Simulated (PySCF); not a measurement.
# Excitation energy of Ga by level of theory

Ga [Ar] 3d10 4s2 4p1 (2P) → Ga [Ar] 3d10 4s2 4d1 (2D), as a difference of total energies. Computed with PySCF 2.14 in aug-cc-pwCVTZ-PP with ECP10MDF (8s7p6d4f1g, 96 functions), with a scalar-relativistic core potential. Correlated levels: valence: 3s2 3p6 3d10 frozen. The calculations carry no spin-orbit coupling.

| method | excitation energy (eV) |
| --- | --- |
| UHF | 4.435 |
| MP2 (valence) | 4.493 |
| SCS-MP2 (valence) | 4.495 |
| CCSD (valence) | 4.426 |
| CCSD(T) (valence) | 4.403 |

**Question.** How much does correlation contribute at CCSD(T) (valence)?

**Answer.** 4.403 − (4.435) = -0.032 eV, measured against UHF.

Errors of the correlated levels include the incompleteness of this basis and the frozen core.

The promoted electron is Rydberg-like, and one or two diffuse shells describe it only roughly, which tends to raise the upper state.

The coupled-cluster amplitudes are large for the upper state (T1 above 0.03 or a double amplitude above 0.15), so a single reference is strained.

For comparison: 4.245 eV (measured; NIST levels, between the centres of gravity of the two terms).
